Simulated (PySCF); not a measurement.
C8H7F, SMILES F/C=C\c1ccccc1 (GFN2-xTB optimised geometry):

```
16

F      2.192     2.291     0.000
C      2.549     0.996     0.000
C      1.701    -0.026     0.000
C      0.245    -0.026     0.000
C     -0.413    -1.259     0.000
C     -1.792    -1.328     0.000
C     -2.545    -0.165     0.000
C     -1.907     1.063     0.000
C     -0.526     1.138     0.000
H      3.624     0.891     0.000
H      2.161    -1.005     0.000
H      0.169    -2.170     0.000
H     -2.283    -2.291     0.000
H     -3.624    -0.217     0.000
H     -2.489     1.973     0.000
H     -0.052     2.105     0.000
```

Level of theory: B3LYP/def2-TZVP (PySCF 2.14.0).

Q: What are the frontier orbital energies and the dipole moment?

A: HOMO-2 -8.41 eV, HOMO-1 -7.16 eV, HOMO -6.36 eV, LUMO -1.18 eV, LUMO+1 -0.42 eV; dipole moment 1.18 D.

On the same geometry PBE/def2-TZVP (PySCF) gives HOMO-2 -7.43 eV, HOMO-1 -6.38 eV, HOMO -5.60 eV, LUMO -1.84 eV, LUMO+1 -1.14 eV; dipole moment 1.05 D.

Meta-Löwdin charges at B3LYP/def2-TZVP: F1 -0.27, C2 0.16, C3 -0.17, C4 0.01, C5 -0.12, C6 -0.12, C7 -0.12, C8 -0.11, C9 -0.12, H10 0.12, H11 0.13, H12 0.11, H13 0.12, H14 0.12, H15 0.12, H16 0.13.
